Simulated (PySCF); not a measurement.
Computed Raman spectrum (relative Raman activity) of a molecule C₂H₆F₂OSi. Coordinates come from a ωB97X-D3(BJ)/def2-SVP optimisation. One conformer was computed; it need not be the lowest. Method: PySCF with ωB97X-D3(BJ)/def2-SVP. Frequencies are harmonic and unscaled.

Lines under 2 % of the strongest are left out, and lines within 2 cm⁻¹ are merged.

ν (cm⁻¹): 761 (w), 839 (w), 842 (w), 1131 (vw), 1316 (w), 1442 (vw), 1464 (w), 1487 (w), 1514 (vw), 2399 (s), 3059 (m), 3075 (vs), 3114 (s), 3175 (s), 3178 (m) (against the strongest line: vs over 80 %, s over 45 %, m over 15 %, w over 4 %, vw less)

**Question.** Which structure fits?
(A) O[SiH2]CC(F)F
(B) C[C@@H](F)[Si@@H](O)F
(C) CCO[SiH](F)F
(D) C[Si](F)(F)CO

**Answer.** C, CCO[SiH](F)F
